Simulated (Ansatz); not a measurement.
Relaxation of CH8O2Si2 (13 atoms, charge 0, multiplicity 1), to a largest force component of 0.02 eV/Å in at most 50 steps.

Theory: Ansatz 0.2.0, RKS B3LYP/cc-pVDZ.

```xyz
13
Properties=species:S:1:pos:R:3
O -0.801 2.295 1.989
Si -1.003 0.889 1.194
O -0.103 0.956 -0.196
C 0.020 -0.155 -1.087
Si 1.240 -1.519 -0.850
H -0.281 2.993 1.517
H -2.385 0.666 0.829
H -0.478 -0.183 2.058
H -1.048 -0.606 -1.107
H 0.378 1.562 -0.814
H 1.133 -2.514 -1.905
H 2.629 -0.931 -0.817
H 0.959 -2.186 0.443
```

Task: Where does it end, and by what steps?

Result: The run converged. After 20 steps the energy has fallen by 1.270 eV; H6 moved furthest, 0.98 Å.

```json
{"step": "0", "energy less start (eV)": "0.0000", "largest force component (eV/Å)": "3.970", "accepted": "yes"}
{"step": "1", "energy less start (eV)": "-0.7515", "largest force component (eV/Å)": "2.373", "accepted": "yes"}
{"step": "2", "energy less start (eV)": "-1.0147", "largest force component (eV/Å)": "0.792", "accepted": "yes"}
{"step": "3", "energy less start (eV)": "-1.0835", "largest force component (eV/Å)": "0.909", "accepted": "yes"}
{"step": "4", "energy less start (eV)": "-1.1418", "largest force component (eV/Å)": "0.296", "accepted": "yes"}
{"step": "5", "energy less start (eV)": "-1.2002", "largest force component (eV/Å)": "0.145", "accepted": "yes"}
{"step": "6", "energy less start (eV)": "-1.1422", "largest force component (eV/Å)": "0.711", "accepted": "no"}
{"step": "7", "energy less start (eV)": "-1.2242", "largest force component (eV/Å)": "0.312", "accepted": "yes"}
{"step": "8", "energy less start (eV)": "-1.2391", "largest force component (eV/Å)": "0.161", "accepted": "yes"}
{"step": "9", "energy less start (eV)": "-1.2529", "largest force component (eV/Å)": "0.410", "accepted": "yes"}
{"step": "10", "energy less start (eV)": "-1.2580", "largest force component (eV/Å)": "0.255", "accepted": "yes"}
{"step": "11", "energy less start (eV)": "-1.2654", "largest force component (eV/Å)": "0.169", "accepted": "yes"}
{"step": "12", "energy less start (eV)": "-1.2673", "largest force component (eV/Å)": "0.056", "accepted": "yes"}
{"step": "13", "energy less start (eV)": "-1.2682", "largest force component (eV/Å)": "0.065", "accepted": "yes"}
{"step": "14", "energy less start (eV)": "-1.2686", "largest force component (eV/Å)": "0.049", "accepted": "yes"}
{"step": "15", "energy less start (eV)": "-1.2690", "largest force component (eV/Å)": "0.052", "accepted": "yes"}
{"step": "16", "energy less start (eV)": "-1.2694", "largest force component (eV/Å)": "0.042", "accepted": "yes"}
{"step": "17", "energy less start (eV)": "-1.2697", "largest force component (eV/Å)": "0.028", "accepted": "yes"}
{"step": "18", "energy less start (eV)": "-1.2698", "largest force component (eV/Å)": "0.023", "accepted": "yes"}
{"step": "19", "energy less start (eV)": "-1.2700", "largest force component (eV/Å)": "0.021", "accepted": "yes"}
{"step": "20", "energy less start (eV)": "-1.2700", "largest force component (eV/Å)": "0.010", "accepted": "yes"}
```

```xyz
13
Properties=species:S:1:pos:R:3
O -0.597 2.321 2.077
Si -0.833 0.941 1.160
O 0.264 0.992 -0.210
C 0.010 -0.266 -1.286
Si 1.202 -1.623 -0.816
H -1.182 3.073 1.907
H -2.213 0.886 0.611
H -0.357 -0.224 1.924
H -1.062 -0.479 -1.107
H 0.316 1.783 -0.764
H 0.878 -2.746 -1.759
H 2.613 -1.171 -1.063
H 1.221 -2.222 0.578
```

Whether the end is a true minimum wasn't checked by a vibrational analysis.

The run took 94 s on 2 threads of Intel(R) Xeon(R) Platinum 8259CL CPU @ 2.50GHz (Skylake/Cascade Lake), with other jobs on the host, peak memory 0.31 GiB.
